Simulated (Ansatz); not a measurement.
Al8Sb7I3⁻. Total charge -1; doublet. Geometry PBE-D4/def2-SVP, that of the neutral singlet; atoms count from 1.

```xyz
18

Sb   -2.363   -0.214   -1.308
Sb    1.142    1.048   -3.412
Sb   -1.717   -3.172    2.040
Sb    1.420   -3.125   -0.833
Sb    0.219    3.258    0.505
Sb    3.869    0.490    0.733
Sb   -0.235   -0.782    2.895
Al   -0.454    0.671    0.560
Al   -2.619   -0.867    1.300
Al   -0.766    2.123   -1.897
Al    0.446   -0.821   -1.655
Al    1.668   -1.067    0.850
Al    1.942    1.449   -0.879
Al   -1.254   -2.839   -0.615
Al    2.031    1.874    1.969
I    -2.418    3.862   -2.666
I    -2.776   -4.303   -2.004
I     1.866    2.417    4.416
```

In the def2 sets I, Sb take a core potential; there is no spin–orbit coupling. Single mean-field runs in def2-TZVP are fitted with def2-universal-jkfit.

Q: Estimate the Mulliken populations from the PBE0/def2-TZVP orbitals of Ansatz.

A: 
```
atom  charge (e)  spin (α − β)
 Sb1       -0.11          0.08
 Sb2       -0.16          0.08
 Sb3       -0.13          0.21
 Sb4       -0.11          0.02
 Sb5       -0.14          0.00
 Sb6       -0.15          0.01
 Sb7       -0.05          0.01
 Al8       -0.21          0.01
 Al9        0.00          0.56
Al10        0.24         -0.01
Al11       -0.03          0.03
Al12        0.08          0.00
Al13        0.10          0.00
Al14        0.23         -0.01
Al15        0.24          0.00
 I16       -0.26          0.00
 I17       -0.31          0.00
 I18       -0.25          0.00
```
Mulliken values and Mayer orders depend strongly on the basis.

Q: Where does the spin sit?

A: Summed by element: Sb 0.41, Al 0.59, I 0.00, of 1 unpaired in all. Largest on single atoms: Al9 0.56, Sb3 0.21, Sb1 0.08.

Q: And the Mayer bond orders between bonded heavy atoms (over 0.3)?

A: Sb1–Al8 0.58 (2.81 Å); Sb1–Al9 0.67 (2.70 Å); Sb1–Al10 0.52 (2.89 Å); Sb1–Al11 0.51 (2.89 Å); Sb1–Al14 0.46 (2.93 Å); Sb2–Al10 0.89 (2.66 Å); Sb2–Al11 0.80 (2.66 Å); Sb2–Al13 0.89 (2.69 Å); Sb3–Sb7 0.84 (2.94 Å); Sb3–Al9 0.96 (2.58 Å); Sb3–Al14 0.81 (2.72 Å); Sb4–Al11 0.89 (2.63 Å); Sb4–Al12 0.87 (2.67 Å); Sb4–Al14 0.81 (2.70 Å); Sb5–Al8 0.76 (2.67 Å); Sb5–Al10 0.54 (2.83 Å); Sb5–Al13 0.58 (2.86 Å); Sb5–Al15 0.75 (2.71 Å); Sb6–Al12 0.79 (2.70 Å); Sb6–Al13 0.84 (2.69 Å); Sb6–Al15 1.00 (2.61 Å); Sb7–Al8 0.68 (2.76 Å); Sb7–Al9 0.47 (2.87 Å); Sb7–Al12 0.67 (2.81 Å); Al8–Al9 0.31 (2.76 Å); Al8–Al11 0.35 (2.82 Å); Al8–Al12 0.36 (2.76 Å); Al10–I16 0.97 (2.52 Å); Al11–Al12 0.33 (2.80 Å); Al14–I17 0.92 (2.53 Å); Al15–I18 1.02 (2.51 Å).
